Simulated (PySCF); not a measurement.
C5H9NO, SMILES CN1CCCC1=O. Geometry optimised at B3LYP-D3(BJ)/def2-SVP. The values are those of a single conformer.

Method: B3LYP-D3(BJ)/def2-SVP (PySCF 2.14.0).

Harmonic wavenumbers (cm⁻¹): 154, 158, 166, 218, 311, 478, 558, 621, 667, 753, 861, 904, 936, 1002, 1038, 1078, 1127, 1140, 1183, 1215, 1235, 1290, 1312, 1325, 1343, 1421, 1440, 1446, 1468, 1472, 1492, 1522, 1833, 2974, 3001, 3048, 3051, 3064, 3065, 3118, 3128, 3147. Rotational constants (GHz): 3.754, 2.989, 1.753; symmetry number 1.

### Question
Work out the zero-point energy and the ideal-gas rigid-rotor harmonic-oscillator thermochemistry at 298.15 K and 1 atm.

### Answer
ZPE = ½ Σ hcν = ½ × 60765 cm⁻¹ = 363.46 kJ/mol. H − E(el) = 384.00 kJ/mol. Entropy in J/(mol K): translation 166.07, rotation 113.78, vibration 60.04, total 339.89. G − E(el) = 282.66 kJ/mol. Cp = 112.61 J/(mol K).
